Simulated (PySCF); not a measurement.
**Solvent effects on NMR parameters**

Mapped SMILES: `[F:1][C:2]([F:3])([F:4])[CH2:5][c:6]1[cH:7][cH:8][cH:9][n:10][cH:11]1`. Each H is labelled by its parent atom.

GIAO PBE0/pcSseg-1 in PySCF 2.14 on one PBE0-D3(BJ)/def2-SVP conformer, non-relativistic, equivalent nuclei averaged. Solvents enter as an IEF-PCM continuum (chloroform with ε = 4.7, dimethylsulfoxide with ε = 46.8) around the gas-phase geometry. Shifts are referred to CFCl3, TMS computed in the same medium.

In chloroform, δ in ppm: F1/F3/F4 -80.7, C11 158.8, C9 156.5, C7 146.0, C6 132.9, C2 131.6, C8 130.1, C5 40.4, H(C9) 8.82, H(C11) 8.75, H(C7) 8.02, H(C8) 7.57, H(C5) 3.24. Dipole moment 2.99 D.

**Question.** How does each δ change in the more polar medium?

**Answer.** 
```csv
atoms,environment,"Δδ, dimethylsulfoxide"
F1/F3/F4,fluorine of a CF3 group,+0.2
C11,aromatic CH next to a ring nitrogen,+0.3
C9,aromatic CH next to a ring nitrogen,+0.2
C7,aromatic CH,+1.2
C6,substituted aromatic carbon,+1.2
C2,CF3 carbon,+0.6
C8,aromatic CH,+0.9
C5,sp3 CH2 on an aromatic ring,0.0
H(C9),hydrogen on an aromatic CH next to a ring nitrogen,0.00
H(C11),hydrogen on an aromatic CH next to a ring nitrogen,+0.01
H(C7),hydrogen on an aromatic CH,+0.13
H(C8),hydrogen on an aromatic CH,+0.11
H(C5),hydrogen on an sp3 CH2 on an aromatic ring,+0.11
```

Changes are relative to chloroform. The dipole moment becomes 3.25 D in dimethylsulfoxide.

**Question.** Which nuclei move most (in ppm), and what does the model miss?

**Answer.** C7 (aromatic CH, +1.2 ppm) and C6 (substituted aromatic carbon, +1.2 ppm) in dimethylsulfoxide. A continuum only polarises the solute; specific hydrogen bonds, the anisotropy of aromatic solvents and changes of geometry or conformer are outside it.
